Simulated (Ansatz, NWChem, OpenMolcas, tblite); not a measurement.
# How methods differ on BSiH4O2F (SMILES OB(F)O[SiH3])

The species is BSiH4O2F (9 atoms), meant as a singlet with charge 0. As SMILES, `OB(F)O[SiH3]`. The shape is that of a PBE0-D4/def2-TZVP optimisation. This is one conformer, not always the lowest.

Quantity: the HOMO–LUMO gap, in eV. The values are calculated.

```json
{"level": "IPEA1-xTB", "kind": "semi-empirical", "program": "tblite", "value (eV)": "5.17", "CPU time": "under 2 s"}
{"level": "HF/6-31G* (spherical functions)", "kind": "Hartree–Fock", "program": "Ansatz", "value (eV)": "16.43", "CPU time": "1.4 s"}
{"level": "SVWN5/6-31G* (spherical functions)", "kind": "LDA", "program": "OpenMolcas", "value (eV)": "6.98", "CPU time": "16 s"}
{"level": "BLYP/6-31G* (spherical functions)", "kind": "GGA", "program": "OpenMolcas", "value (eV)": "7.13", "CPU time": "22 s"}
{"level": "revPBE/6-31G* (spherical functions)", "kind": "GGA", "program": "Ansatz", "value (eV)": "7.19", "CPU time": "3.8 s"}
{"level": "M06-L/6-31G* (spherical functions)", "kind": "meta-GGA", "program": "OpenMolcas", "value (eV)": "8.17", "CPU time": "29 s"}
{"level": "TPSS/6-31G* (spherical functions)", "kind": "meta-GGA", "program": "OpenMolcas", "value (eV)": "7.53", "CPU time": "30 s"}
{"level": "B3LYP/6-31G* (spherical functions)", "kind": "global hybrid", "program": "NWChem", "value (eV)": "9.09", "CPU time": "61 s"}
{"level": "HSE06/6-31G* (spherical functions)", "kind": "range-separated hybrid", "program": "Ansatz", "value (eV)": "8.79", "CPU time": "5.1 s"}
{"level": "B2PLYP/6-31G* (spherical functions)", "kind": "double hybrid", "program": "OpenMolcas", "value (eV)": "12.16", "CPU time": "15 s"}
```

The values span 5.17 to 16.43 eV. Orbital gaps aren't excitation energies, and those of double hybrids come from the SCF part alone; they tend to grow with the share of exact exchange. CPU times are rough (shared hosts, several kinds of processor and program).
